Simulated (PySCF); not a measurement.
Compound: C2H5ClFGa.
Atom-mapped SMILES: `[CH3:1][CH2:2][Ga:3]([F:4])[Cl:5]` (hydrogens: H6, H7, H8 on C1; H9, H10 on C2)

Computed, not measured: PySCF 2.14.0, PBE0-D3(BJ)/def2-SVP geometry optimisation, gas phase.

Problem. Give the optimised bond lengths and angles.

Solution. 
| bond | length (Å) | order |
| --- | --- | --- |
| C1–C2 | 1.524 | single |
| C2–Ga3 | 1.951 | single |
| Ga3–F4 | 1.753 | single |
| Ga3–Cl5 | 2.143 | single |
| C1–H6, C1–H7, C1–H8 | 1.101 | single |
| C2–H9, C2–H10 | 1.103 | single |

Bonds in one row agree within 0.01 Å and their mean is given. Orders are formal, as drawn. A selection of angles:
| angle | degrees |
| --- | --- |
| C2–C1–H6 | 112.0 |
| H6–C1–H7 | 107.0 |
| C1–C2–Ga3 | 114.8 |
| C1–C2–H9 | 111.8 |
| Ga3–C2–H9 | 106.2 |
| H9–C2–H10 | 105.5 |
| C2–Ga3–F4 | 121.7 |
| C2–Ga3–Cl5 | 126.0 |
| F4–Ga3–Cl5 | 112.3 |

Torsions: C1–C2–Ga3–F4 -3° (synperiplanar). The mirror-image conformer, all signs reversed, is as good.

Ga3 (gallium bonded to C, Cl and F) is planar (angles 126.0°, 121.7° and 112.3°, sum 360.0°, 0.00 Å off the plane of its three neighbours).

Point group: near Cs, missed by 0.13 Å at most; the miss may be what the optimiser left on a soft mode. Not checked by PBE0-D3(BJ)/def2-SVP frequencies. The numbers are those of one conformer.
